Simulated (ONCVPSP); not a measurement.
u(r) = r·R(r): atom against pseudo-atom (N (Z = 7))

Columns: radius, all-electron u(r) and pseudo u(r) of the 2p shell (level -37.51 eV) of nitrogen in the configuration [He] 2s2 2p1; PBE, non-relativistic, ONCV scheme, ONCVPSP 4.0.1.

```tsv
r (bohr)	all-electron	pseudo
0.095	0.0842	0.0330
0.190	0.2499	0.1265
0.285	0.4254	0.2657
0.380	0.5805	0.4298
0.475	0.7043	0.5955
0.570	0.7961	0.7426
0.665	0.8584	0.8562
0.760	0.8934	0.9292
0.855	0.9051	0.9615
0.950	0.8975	0.9587
1.045	0.8750	0.9295
1.140	0.8414	0.8832
1.235	0.8000	0.8280
1.330	0.7534	0.7698
1.425	0.7040	0.7122
1.520	0.6534	0.6567
1.615	0.6029	0.6039
1.710	0.5536	0.5538
1.805	0.5063	0.5063
1.900	0.4612	0.4612
1.995	0.4188	0.4188
2.090	0.3792	0.3792
2.185	0.3425	0.3425
2.280	0.3085	0.3085
2.375	0.2773	0.2773
2.470	0.2487	0.2487
```

How many radial nodes do the two functions have?

The all-electron 2p function has n − l − 1 = 0; the pseudo-wave has 0.

At about which radius was the pseudo-wave matched?

1.90 bohr. The columns agree to 0.0005 from 1.71 bohr on; several derivatives are matched, so the curves merge somewhat inside the radius.

Is the pseudo-wave norm-conserving?

Yes: the ONCV scheme keeps the norm inside the radius equal to the all-electron one, which fixes the energy derivative of the logarithmic derivative at the level.
